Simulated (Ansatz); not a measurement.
Geometry optimisation, RKS PBE/STO-3G (Ansatz 0.2.0).

input.yaml

```yaml
crystal:
  periodic: [false, false, false]
  atoms:
    - { symbol: Al, position_ang: [-0.50374, 0.96975, -0.27485] }
    - { symbol: C, position_ang: [0.74633, -0.31328, 0.6636] }
    - { symbol: S, position_ang: [1.05233, -1.24233, -0.85972] }
    - { symbol: S, position_ang: [-0.67255, -1.42134, 0.20417] }
    - { symbol: H, position_ang: [-0.24414, 1.21873, -1.76755] }
    - { symbol: H, position_ang: [-1.68828, 1.51549, 0.53603] }
    - { symbol: H, position_ang: [1.31004, -0.72702, 1.49832] }
basis:
  gaussian: { orbitals: STO-3G }
hamiltonian:
  xc: pbe
relax:
  f_tol: 0.02
  max_steps: 50
output:
  orbitals: {}
```

Launched with:

```bash
$ ansatz run input.yaml --threads 1 --pin off --max-ram 2048MiB --backend cpu --events-out ev --progress --plain --runs-dir out
```

Q: Where does it end, and by what steps?

A: It converged. Limits of this set-up: minimal basis. After 6 steps the energy has fallen by 0.706 eV; S3 moved furthest, 0.35 Å. Parted: Al1–S3.

| step | energy less start (eV) | largest force component (eV/Å) | accepted |
| --- | --- | --- | --- |
| 0 | 0.0000 | 3.120 | yes |
| 1 | -0.5728 | 0.755 | yes |
| 2 | -0.6739 | 0.556 | yes |
| 3 | -0.7016 | 0.254 | yes |
| 4 | -0.7040 | 0.109 | yes |
| 5 | -0.7059 | 0.023 | yes |
| 6 | -0.7059 | 0.008 | yes |

```xyz
7
Properties=species:S:1:pos:R:3
Al -0.548 0.904 -0.259
C 0.753 -0.289 0.507
S 1.275 -1.500 -0.776
S -0.721 -1.423 0.014
H -0.379 1.263 -1.714
H -1.515 1.559 0.699
H 1.135 -0.514 1.529
```

Run time: 13 s on 1 thread of Arm Neoverse V1 (shared host), peak memory 0.12 GiB.
